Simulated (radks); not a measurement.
The numbers below are computed, except where a source is named.
Kinetic energies: the exact non-interacting value of the Kohn-Sham orbitals and orbital-free approximations, as 100 (|E| - |E exact|)/|E exact|, negative where the magnitude is too small. Species: Si4+ [Ne]; Be [He] 2s2. Level of theory: non-relativistic Kohn-Sham, r2SCAN, spin-polarised, spherical densities, point nucleus; meta-GGA in the generalised Kohn-Sham scheme (a radial shooting solver on a logarithmic mesh with Libxc functionals). Every spin shell is full or empty, so the densities are truly spherical. Functionals are evaluated on that one density, not self-consistently.

functional          Si4+       Be
exact (hartree)  285.235  14.5821
Thomas-Fermi       -7.46   -10.06
von Weizsacker    -35.73    -6.25
TF + vW           +56.80   +83.69
TF + vW/9          -0.32    +0.35
TF + vW/5          +5.39    +8.69
LC94               +0.30    +0.29
Perdew 92          -0.31    +0.37
Pearson            -1.63    -4.02
PG1               +27.18   +47.36
Ernzerhof          +0.51    +2.51
